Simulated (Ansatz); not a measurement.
Consider the ligand exchange at a Ga–O bond: `[OH][GaH2]` + `N#CO` → `N#C[O][GaH2]` + H₂O.

Program: Ansatz. Geometries: PBE0-D4/def2-TZVP. ΔE: electronic, gas phase. CBS: MP2 limit from def2 TZ/QZ plus the TZ coupled-cluster correction, frozen cores. This one scheme is used for every species. DFT in def2-TZVPP. For Ga outer-core shells are correlated without core-valence functions, which leaves a few kJ/mol of doubt a bond. Scalar relativity is left out up to krypton. Each species was taken in one conformer, which may not be the lowest.

```csv
species,LDA (SPW92) energy (Eh)
`[OH][GaH2]`,-1998.33428
`N#CO`,-167.38565
`N#C[O][GaH2]`,-2089.82859
H₂O,-75.90194
```

Work out ΔE.

ΔE = (-2089.82859) + (-75.90194) − (-1998.33428) − (-167.38565) = -0.01060 Eh = -0.29 eV. CCSD(T)/CBS gives -0.38 eV.

Largest T1 diagnostic among the species: 0.015.

The D4 term adds −0.04 eV with B3LYP and −0.02 eV with PBE0; it sums over pairs of atoms, weighted by their polarisabilities, and B3LYP, whose exchange is more repulsive, gets the larger term. From PBE to PBE0 (25 % exact exchange), in def2-TZVPP and without D4, ΔE moves by −0.04 eV. Leaving LDA and LC-ωPBE aside and taking each functional with its dispersion term where it has one, the values, not all of them listed here, spread over 0.09 eV, from BHLYP-D4 to PBE-D4.

B3LYP here is the variant with VWN-RPA as its local correlation; programs differ in this.
